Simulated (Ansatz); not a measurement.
`CO[SiH]` + `CBF` → `F[SiH]` + `CBOC`  (redistribution)

Computed with Ansatz on PBE0-D4/def2-TZVP structures; ΔE is electronic, products minus reactants. CCSD(T)/CBS adds triple-zeta CCSD(T) − MP2 to the extrapolated MP2 energy (def2 sets, frozen cores). This one scheme is used for every species. DFT in def2-TZVPP. One conformer a species, not always the lowest.

```tsv
level	ΔE (kJ/mol)
ωB97M-V	-16.7
CCSD(T)/def2-SVP	-14.8
```

(1) What does CCSD(T)/CBS give? (Estimate.)

Largest T1 diagnostic among the species: 0.015.

Results:

(1) Computed: -18.7 kJ/mol. The listed levels differ from it by 2.0, 3.9 kJ/mol.

Leaving LDA and LC-ωPBE aside and taking each functional with its dispersion term where it has one, the values, not all of them listed here, spread over 4.4 kJ/mol, from ωB97M-V to r2SCAN-D4. At CCSD(T), def2-SVP lies +3.9 kJ/mol from the extrapolated value and def2-TZVPP +2.4 kJ/mol.
